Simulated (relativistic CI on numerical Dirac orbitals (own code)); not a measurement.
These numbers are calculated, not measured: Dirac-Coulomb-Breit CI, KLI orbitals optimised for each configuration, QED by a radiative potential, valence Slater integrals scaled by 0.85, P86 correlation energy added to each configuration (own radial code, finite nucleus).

Configuration list (outside the closed core [Ar]): 3d8.4s2, 3d9.4s, 3d10, 3d8.4s.4p, 3d9.4p, 3d8.4p2, 3d9.4d, 3d8.4s.4d, 3d9.5s, 3d9.5p, 3d8.4s.5s, 3d8.4s.6s, 3d8.4s.5p, 3d8.4s.6p, 3d8.4s.4f, 3d8.4s.5d, 3d8.4s.7s, 3d8.4s.7p, 3d8.4s.5g, 3d8.4s.5f, 3d8.4s.6d, 3d8.4s.7d, 3d8.4d2, 3d7.4s2.4p. Levels of other configurations are missing.

Correlation outside the listed configurations is missing or only estimated: errors of thousands of cm⁻¹ between configurations and terms are usual at this charge. Rates and lifetimes follow the computed energies and can be off by large factors. The fine structure of a lone outer electron comes out too small, for d and f at times inverted, and misplaced configurations move strength between like terms.

Outline of the computed level scheme of Ni I. Lowest level of each configuration: 3d8.4s2 3F_4 at 0.0000 eV; 3d9.4s 3D_3 at 1.4203 eV; 3d8.4s.4p 5D°_4 at 2.6840 eV; 3d9.4p 3P°_2 at 4.3619 eV.

Some strong electric-dipole decays among the lowest 45 levels: 3d9.4p 3D°_3 → 3d8.4s2 3F_4 (1.7e+08 s⁻¹); 3d9.4p 3F°_4 → 3d9.4s 3D_3 (6.7e+07 s⁻¹); 3d9.4p 3P°_0 → 3d9.4s 3D_1 (6.2e+07 s⁻¹); 3d9.4p 3P°_2 → 3d9.4s 3D_3 (5.9e+07 s⁻¹); 3d9.4p 3F°_3 → 3d9.4s 3D_2 (5.6e+07 s⁻¹); 3d9.4p 3D°_3 → 3d9.4s 3D_3 (5.4e+07 s⁻¹); 3d9.4p 3P°_1 → 3d9.4s 3D_2 (5.1e+07 s⁻¹); 3d9.4p 3F°_4 → 3d8.4s2 3F_4 (4.7e+07 s⁻¹).

Rates of lines that live on the mixing of spin multiplicities can be off by large factors.

LS names give the leading component of a level, which can be under half, so a name can repeat, a term be missing and a line seem to break the LS rules.
